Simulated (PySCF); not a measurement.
C₅H₇P₂ (charge -1).
Numbering: `[CH3:1][CH2:2][c:3]1[p:4][cH:5][cH:6][p-:7]1`

Structure used (GFN2-xTB), in Å, numbered top down from 1:
```
atom  x, y, z in Å
C1    -2.1683    0.3950   -0.4528
C2    -1.3709   -0.4895    0.5043
C3     0.1095   -0.2929    0.3174
P4     1.0155   -1.2815   -0.7925
C5     2.5115   -0.4326   -0.5071
C6     2.4884    0.6051    0.3830
P7     0.9652    0.9769    1.1460
H8    -1.8969    0.1587   -1.4807
H9    -1.9265    1.4407   -0.2683
H10   -3.2436    0.2505   -0.3256
H11   -1.6494   -0.2427    1.5348
H12   -1.6268   -1.5390    0.3211
H13    3.4173   -0.7343   -1.0235
H14    3.3746    1.1851    0.6217
```

NICS is the negative of the GIAO shielding at a point without a nucleus: at the ring centre (0) and 1 Å above and below it (1); zz is the component along the ring normal. Level: GIAO PBE0/pcSseg-1 (PySCF, non-relativistic, gas phase) on the GFN2-xTB geometry, one conformer.

Ring bond lengths (Å), with Mayer bond orders in brackets: C3–P4 1.741 (1.31), P4–C5 1.744 (1.24), C5–C6 1.367 (1.54), C6–P7 1.744 (1.24), P7–C3 1.741 (1.30).

**Question.** Give the NICS values of each ring in ppm.

**Answer.** 
| ring | type | NICS(0) | NICS(1), two faces | NICS(1)zz, two faces | rms pucker (Å) | centre to ring atoms, mean (Å) |
| --- | --- | --- | --- | --- | --- | --- |
| C3–P4–C5–C6–P7 | 5-membered ring with 2 P; formal bonds all aromatic | -11.2 | -10.9 / -11.2 | -27.6 / -29.2 | 0.00 | 1.41 |

**Question.** What do they say, and how far can they be read as aromaticity?

**Answer.** 
- C3–P4–C5–C6–P7: mean NICS(1)zz -28.4 ppm, shielded.

**Question.** And the bond-length index? Use HOMA with the parameters of Krygowski (1993).

**Answer.** 
- C3–P4–C5–C6–P7: HOMA 0.79; the largest term is that of C6–P7, α(R − Ropt)² = 0.25.

**Question.** At the first NICS(1) probe listed for ring C3–P4–C5–C6–P7, 1 Å off the ring, what do the in-plane components average?

**Answer.** The isotropic value is a third of the trace: (3 × -10.9 − (-27.6))/2 = -2.6 ppm.
